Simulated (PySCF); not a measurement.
# Spinor energies of Pd⁺ (palladium, charge +1)

Start: [Kr] 4d9; 4d3/2 filled at m_j = -3/2, -1/2, +1/2, +3/2; 4d5/2 filled at m_j = -3/2, -1/2, +1/2, +3/2, +5/2. Calculated with PySCF 2.14 in x2c-QZVPPall-2c (13s12p9d4f2g, 140 functions): generalised Hartree-Fock with the X2C-1e Hamiltonian and a Gaussian nucleus; one run each with spin-orbit coupling (SO) switched off, then screened by Boettger's factors.

```tsv
spinor shell	electrons	ε, spin-free (eV)	ε, screened SO (eV)	weight of nominal j (screened SO)	rms radius, screened SO (bohr)
1s1/2	2	-24487.2	-24485.7	1.000	0.0365
2s1/2	2	-3668.9	-3668.4	1.000	0.150
2p1/2	2	-3283.5	-3393.9	1.000	0.130
2p3/2	4	-3283.5	-3232.4	1.000	0.135
3s1/2	2	-706.87	-706.71	1.000	0.403
3p1/2	2	-576.93	-596.84	1.000	0.399
3p3/2	4	-576.93	-567.63	1.000	0.410
3d3/2	4	-371.11	-374.59	0.999	0.387
4s1/2	2	-116.47	-116.42	1.000	1.02
4p1/2	2	-77.069	-80.962	0.986	1.10
4p3/2	4	-77.069	-75.209	0.993	1.13
4d3/2	4	-20.667	-21.208	0.901	1.57
4d5/2	5	-20.667	-20.245	0.921	1.60
```

(1) Where does 3d5/2 lie, and what is the 3d spin-orbit splitting (screened SO)?

```
   quantity    spin-free  screened SO
E (hartree)  -5042.14938  -5043.01497
        M_J          5/2          5/2
       ⟨J²⟩        8.780        8.783
       ⟨L²⟩        6.023        6.038
       ⟨S²⟩        0.756        0.770
```

Each row is a mean over spinors that exchange with the open shell spreads, by up to 4.976 eV (4p3/2).

Breit and QED terms are absent; they matter most for the inner s and p1/2 levels.

Densities and radii are taken from the X2C orbitals without a picture-change correction, which distorts them close to the nucleus.

Without spin-orbit coupling the j labels of p, d and f shells carry no meaning; the spin-free column gives the mean over the occupied spinors of each nl shell.

Results:

(1) At -368.62 eV, 5.974 eV above 3d3/2.
